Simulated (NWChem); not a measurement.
System: CH6O2Si2; SMILES O[Si@@H]1CO[SiH2]1

NWChem input:

```
start job
memory heap 200 mb stack 900 mb global 1100 mb
geometry units angstroms noautosym nocenter noautoz
  O      0.176755    -2.176987    -0.727287
  Si    -0.088529    -0.904157     0.316493
  C     -1.496525     0.331598    -0.134122
  O     -0.773951     1.567748    -0.036990
  Si     0.884055     1.196394     0.017357
  H      0.106070    -3.064258    -0.365309
  H     -0.192884    -1.432198     1.717228
  H     -1.886977     0.177773    -1.157181
  H     -2.362151     0.350110     0.550793
  H      1.574729     1.942421     1.113146
  H      1.602512     1.495928    -1.260915
end
basis spherical
  O library 6-31g*
  Si library 6-31g*
  C library 6-31g*
  H library 6-31g*
end
dft
  xc m05-2x
  iterations 150
end
cosmo
  do_cosmo_smd true
  solvent water
end
task dft energy
```

Excerpt of the output:

```
             Northwest Computational Chemistry Package (NWChem) 7.3.0
             --------------------------------------------------------

                             Geometry "geometry" -> ""
                             -------------------------

 Output coordinates in angstroms (scale by  1.889725989 to convert to a.u.)

  No.       Tag          Charge          X              Y              Z
 ---- ---------------- ---------- -------------- -------------- --------------
    1 O                    8.0000     0.17675500    -2.17698700    -0.72728700
    2 Si                  14.0000    -0.08852900    -0.90415700     0.31649300
    3 C                    6.0000    -1.49652500     0.33159800    -0.13412200
    4 O                    8.0000    -0.77395100     1.56774800    -0.03699000
    5 Si                  14.0000     0.88405500     1.19639400     0.01735700
    6 H                    1.0000     0.10607000    -3.06425800    -0.36530900
    7 H                    1.0000    -0.19288400    -1.43219800     1.71722800
    8 H                    1.0000    -1.88697700     0.17777300    -1.15718100
    9 H                    1.0000    -2.36215100     0.35011000     0.55079300
   10 H                    1.0000     1.57472900     1.94242100     1.11314600
   11 H                    1.0000     1.60251200     1.49592800    -1.26091500

 Effective nuclear repulsion energy (a.u.)     297.9219871192

                                 NWChem DFT Module
                                 -----------------

 Summary of "ao basis" -> "ao basis" (spherical)
 ------------------------------------------------------------------------------
       Tag                 Description            Shells   Functions and Types
 ---------------- ------------------------------  ------  ---------------------
 O                           6-31g*                  6       14   3s2p1d
 Si                          6-31g*                  8       18   4s3p1d
 C                           6-31g*                  6       14   3s2p1d
 H                           6-31g*                  2        2   2s

 in cosmo_initialize ...
 calling solv_data for solv:h2o

 solvent parameters
 solvname_short: h2o
 solvname_long:  water
 dielec:       78.4000
 dielecinf:     1.7769
 aqueous SMD model solvent descriptors
 dielec:       78.4000
 sola:          0.8200

          ---------------
          -cosmo- solvent
          ---------------
 Cosmo: York-Karplus, doi: 10.1021/jp992097l
 dielectric constant -eps-     =  78.40
 screen = (eps-1)/(eps    )    =   0.98724
 surface charge correction     = lagrangian

   van der Waals surface
 --------------------------

 ---------- ATOMIC COORDINATES (A.U.) ------------ VDWR(ANG.) --
     1    0.33401852   -4.11390891   -1.37437315     1.520
     2   -0.16729555   -1.70860898    0.59808505     2.470
     3   -2.82802219    0.62662936   -0.25345383     1.850
     4   -1.46255532    2.96261414   -0.06990096     1.520
     5    1.67062171    2.26085683    0.03279997     2.470
     6    0.20044324   -5.79060798   -0.69033391     1.200
     7   -0.36449791   -2.70646178    3.24509038     1.200
     8   -3.56586948    0.33594226   -2.18675501     1.200
     9   -4.46381813    0.66161197    1.04084785     1.200
    10    2.97580632    3.67064344    2.10354093     1.200
    11    3.02830857    2.82689402   -2.38278384     1.200
 number of segments per atom =        128
 number of   points per atom =        128
 atom (   nspa,  nppa )
 ----------------------
    1 (     43,     0 )       0
    2 (     69,     0 )       0
    3 (     40,     0 )       0
    4 (     34,     0 )       0
    5 (     82,     0 )       0
    6 (     62,     0 )       0
    7 (     33,     0 )       0
    8 (     54,     0 )       0
    9 (     52,     0 )       0
   10 (     33,     0 )       0
   11 (     34,     0 )       0
 number of -cosmo- surface points =      536
 molecular surface =    131.271 angstrom**2
 molecular volume  =    122.971 angstrom**3
 -lineq- algorithm             =   0
 -bem- low  level              =   3
 -bem- from -octahedral-
 gaussian surface charge width =   4.50000
 degree of switching           =   1.00000
 switching function tolerance  =   0.00010
 atomic radii =
 --------------
    1  8.000  1.520
    2 14.000  2.470
    3  6.000  1.850
    4  8.000  1.520
    5 14.000  2.470
    6  1.000  1.200
    7  1.000  1.200
    8  1.000  1.200
    9  1.000  1.200
   10  1.000  1.200
   11  1.000  1.200
 ...... end of -cosmo- initialization ......

 nat:                    11
 ixmem:                  6636
 calling mnsol_interface()
 G(SMD-CDS) energy (kcal/mol)  =     3.187
 SMD-CDS SASA (angstrom**2)    =   159.793

            General Information
            -------------------
          SCF calculation type: DFT
          Wavefunction type:  closed shell.
          No. of atoms     :    11
          No. of electrons :    56
           Alpha electrons :    28
            Beta electrons :    28
          Charge           :     0
          Spin multiplicity:     1
          Use of symmetry is: off; symmetry adaption is: off
          Maximum number of iterations: 150
          AO basis - number of functions:    90
                     number of shells:    46
          Convergence on energy requested:  1.00D-06
          Convergence on density requested:  1.00D-05
          Convergence on gradient requested:  5.00D-04

              XC Information
              --------------
                       M05-2X Method XC Functional
                     Hartree-Fock (Exact) Exchange  0.560
                M05-2X metaGGA Exchange Functional  0.440
                      M05-2X Correlation Potential  1.000

             Grid Information
             ----------------
          Grid used for XC integration:  medium
          Radial quadrature: Mura-Knowles
          Angular quadrature: Lebedev.
          Tag              B.-S. Rad. Rad. Pts. Rad. Cut. Ang. Pts.
          ---              ---------- --------- --------- ---------
          O                   0.60       49          11.0       434
          Si                  1.10       88          11.0       590
          C                   0.70       49          10.0       434
          H                   0.35       45          12.0       434
          Grid pruning is: on
          Number of quadrature shells:   593
          Spatial weights used:  Erf1

      Superposition of Atomic Density Guess
      -------------------------------------

 Sum of atomic energies:        -767.79296889

      Non-variational initial energy
      ------------------------------

 Total energy =    -769.791956
 1-e energy   =   -1653.953832
 2-e energy   =     586.239889
 HOMO         =      -0.270917
 LUMO         =       0.010640

   convergence    iter        energy       DeltaE   RMS-Dens  Diis-err
 ---------------- ----- ----------------- --------- --------- ---------
     COSMO gas phase
 d= 0,ls=0.0,diis     1   -770.9915513049 -1.07D+03  1.33D-02  8.42D-01
 d= 0,ls=0.0,diis     2   -770.9873713313  4.18D-03  6.60D-03  1.08D+00
 d= 0,ls=0.0,diis     3   -771.0879565223 -1.01D-01  9.14D-04  1.42D-02
 d= 0,ls=0.0,diis     4   -771.0892878628 -1.33D-03  3.42D-04  1.18D-03
 d= 0,ls=0.0,diis     5   -771.0893941437 -1.06D-04  1.27D-04  3.17D-04
  Resetting Diis
 d= 0,ls=0.0,diis     6   -771.0894262753 -3.21D-05  3.62D-05  7.20D-06
 d= 0,ls=0.0,diis     7   -771.0894274405 -1.17D-06  1.32D-05  6.69D-07
 d= 0,ls=0.0,diis     8   -771.0894274945 -5.40D-08  5.27D-06  4.24D-07

   convergence    iter        energy       DeltaE   RMS-Dens  Diis-err
 ---------------- ----- ----------------- --------- --------- ---------
     COSMO solvation phase
 d= 0,ls=0.0,diis     1   -771.0977948677 -8.37D-03  1.72D-03  7.69D-03
 d= 0,ls=0.0,diis     2   -771.0995519546 -1.76D-03  4.86D-04  2.53D-03
 d= 0,ls=0.0,diis     3   -771.0997405907 -1.89D-04  2.34D-04  8.05D-04
 d= 0,ls=0.0,diis     4   -771.0998279355 -8.73D-05  6.85D-05  2.60D-05
 d= 0,ls=0.0,diis     5   -771.0998314596 -3.52D-06  1.90D-05  3.08D-06
 d= 0,ls=0.0,diis     6   -771.0998318445 -3.85D-07  6.67D-06  3.19D-07

         Total DFT energy =     -771.099831844540
      One electron energy =    -1658.957574102283
           Coulomb energy =      656.272241099903
    Exchange-Corr. energy =      -66.766830372047
 Nuclear repulsion energy =      297.921987119216

             COSMO energy =        0.430344410671

 Numeric. integr. density =       55.999990487006

                                COSMO-SMD solvation results
                                ---------------------------

             internal energy in gas <Psi(g)|H|Psi(g)> =      -771.089427494455
         internal energy in solvent <Psi(s)|H|Psi(s)> =      -771.086991629726
                               delta internal energy  =         0.002435864729 (    1.53 kcal/mol)
   total free energy in solvent <Psi(s)|H+V/2|Psi(s)> =      -771.104911338504
 polarization energy contribution <Psi(s)|V/2|Psi(s)> =        -0.017919708778 (  -11.24 kcal/mol)
    total free energy in solvent including G(SMD-CDS) =      -771.099831844540
                       G(SMD-CDS) energy contribution =         0.005079493964 (    3.19 kcal/mol)
     1 M fixed-concentration free energy of solvation =        -0.010404350085 (   -6.53 kcal/mol)

                       DFT Final Molecular Orbital Analysis
                       ------------------------------------

 Vector   26  Occ=2.000000D+00  E=-3.605509D-01
              MO Center= -4.6D-01,  9.1D-01,  5.9D-02, r^2= 3.3D+00
   Bfn.  Coefficient  Atom+Function         Bfn.  Coefficient  Atom+Function
  ----- ------------  ---------------      ----- ------------  ---------------
    51      0.357849   4 O  pz               55      0.291243   4 O  pz
    50      0.224259   4 O  py               49     -0.190010   4 O  px
    88     -0.181941  10 H  s                54      0.174582   4 O  py
    90      0.160677  11 H  s                22      0.147589   2 Si py
    53     -0.141336   4 O  px               36     -0.137352   3 C  py

 Vector   27  Occ=2.000000D+00  E=-3.363269D-01
              MO Center= -5.6D-01,  5.5D-01,  4.2D-02, r^2= 3.5D+00
   Bfn.  Coefficient  Atom+Function         Bfn.  Coefficient  Atom+Function
  ----- ------------  ---------------      ----- ------------  ---------------
    51      0.325678   4 O  pz               55      0.270883   4 O  pz
    50     -0.234172   4 O  py               82      0.213791   7 H  s
    22     -0.201383   2 Si py               90      0.189938  11 H  s
    54     -0.187050   4 O  py               37     -0.171135   3 C  pz
    23      0.165376   2 Si pz               84      0.161362   8 H  s

 Vector   28  Occ=2.000000D+00  E=-3.122830D-01
              MO Center=  2.0D-01,  8.4D-02,  6.7D-02, r^2= 3.4D+00
   Bfn.  Coefficient  Atom+Function         Bfn.  Coefficient  Atom+Function
  ----- ------------  ---------------      ----- ------------  ---------------
    68      0.363712   5 Si py               21     -0.315351   2 Si px
    35      0.216528   3 C  px                3      0.197032   1 O  px
    70     -0.185821   5 Si s                 7      0.177561   1 O  px
    38      0.166254   3 C  s                39      0.166754   3 C  px
    72      0.160061   5 Si py               66     -0.153117   5 Si s

 Vector   29  Occ=0.000000D+00  E= 2.747064D-02
              MO Center=  5.3D-01,  5.8D-01,  1.5D-01, r^2= 5.5D+00
   Bfn.  Coefficient  Atom+Function         Bfn.  Coefficient  Atom+Function
  ----- ------------  ---------------      ----- ------------  ---------------
    26      0.764473   2 Si py               72      0.765917   5 Si py
    70     -0.599859   5 Si s                24      0.495461   2 Si s
    52     -0.491327   4 O  s                71     -0.463929   5 Si px
    90      0.246326  11 H  s                25      0.223036   2 Si px
     6      0.220342   1 O  s                67     -0.210144   5 Si px

 Vector   30  Occ=0.000000D+00  E= 4.901493D-02
              MO Center=  3.5D-01, -1.1D-01,  2.9D-02, r^2= 5.0D+00
   Bfn.  Coefficient  Atom+Function         Bfn.  Coefficient  Atom+Function
  ----- ------------  ---------------      ----- ------------  ---------------
     6      0.555373   1 O  s                27      0.551147   2 Si pz
    73      0.453777   5 Si pz               88     -0.426661  10 H  s
    26      0.332454   2 Si py               90      0.318646  11 H  s
    82     -0.291431   7 H  s                71      0.278496   5 Si px
    86     -0.267177   9 H  s                23      0.240590   2 Si pz

 Vector   31  Occ=0.000000D+00  E= 7.000236D-02
              MO Center=  5.2D-01, -1.8D-01,  2.4D-01, r^2= 5.8D+00
   Bfn.  Coefficient  Atom+Function         Bfn.  Coefficient  Atom+Function
  ----- ------------  ---------------      ----- ------------  ---------------
    25      0.927369   2 Si px               72      0.827087   5 Si py
    24      0.791813   2 Si s                71      0.705717   5 Si px
    38      0.684305   3 C  s                70     -0.679291   5 Si s
    21      0.293840   2 Si px               88     -0.282307  10 H  s
    82     -0.280648   7 H  s                52      0.227629   4 O  s

     Multipole analysis of the density
     ---------------------------------

     L   x y z        total         alpha         beta         nuclear
     -   - - -        -----         -----         ----         -------
     0   0 0 0     -0.000000    -28.000000    -28.000000     56.000000

     1   1 0 0      0.057776      3.598632      3.598632     -7.139489
     1   0 1 0     -1.409290     -1.344100     -1.344100      1.278910
     1   0 0 1      0.554348      1.833633      1.833633     -3.112919

     2   2 0 0    -31.694264    -93.995664    -93.995664    156.297064
     2   1 1 0      2.424639     -6.662235     -6.662235     15.749109
     2   1 0 1      0.571893     -0.557346     -0.557346      1.686585
     2   0 2 0    -30.988902   -207.129297   -207.129297    383.269691
     2   0 1 1     -1.910756    -13.709689    -13.709689     25.508622
     2   0 0 2    -34.766258    -41.149956    -41.149956     47.533654
```

Level: M05-2X/6-31G* (spherical d), SMD on the gas-phase geometry. The geometry was optimised at PBE0/def2-SVP. Solvent: water.
